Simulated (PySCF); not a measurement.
## Iron: a sound run and one with changed settings

Sound run: Fe²⁺ [Ar] 3d6, Fe³⁺ [Ar] 3d5. Calculation: PySCF 2.14, in cc-pVTZ-DK (7s6p4d2f1g, 68 functions); the spin-free X2C one-electron Hamiltonian (Gaussian nucleus). In the sound run the correlated levels freeze [Ar]. The sound run starts from symmetry-adapted Hartree-Fock orbitals and uses a fine grid where one is needed.

Changed run: the non-relativistic Hamiltonian (point nucleus). This setting is unsound on purpose.

```tsv
species	method	sound run (hartree)	changed run (hartree)	converged
Fe²⁺	UHF	-1270.54871	-1257.47550	yes
Fe²⁺	M06-L	-1271.66360	-1258.59369	yes
Fe²⁺	LDA	-1269.14294	-1256.08360	yes
Fe²⁺	MP2	-1270.67256	-1257.59855	yes
Fe³⁺	UHF	-1269.50824	-1256.42403	yes
Fe³⁺	M06-L	-1270.54969	-1257.47020	yes
Fe³⁺	LDA	-1267.97875	-1254.90931	yes
Fe³⁺	MP2	-1269.57407	-1256.48956	yes
```

Ionisation energy of Fe²⁺:

```tsv
method	sound run (eV)	changed run (eV)
UHF	28.312	28.612
M06-L	30.311	30.572
LDA	31.679	31.954
MP2	29.891	30.177
SCS-MP2	30.078	30.363
```

Most of the change in total energy is the relativistic energy itself. On top of that the contraction fixes the core shape for the Hamiltonian it was made with, so the changed run is not a good calculation with the other Hamiltonian either.

For comparison, NIST gives 30.651 ± 0.012 eV between the lowest levels.
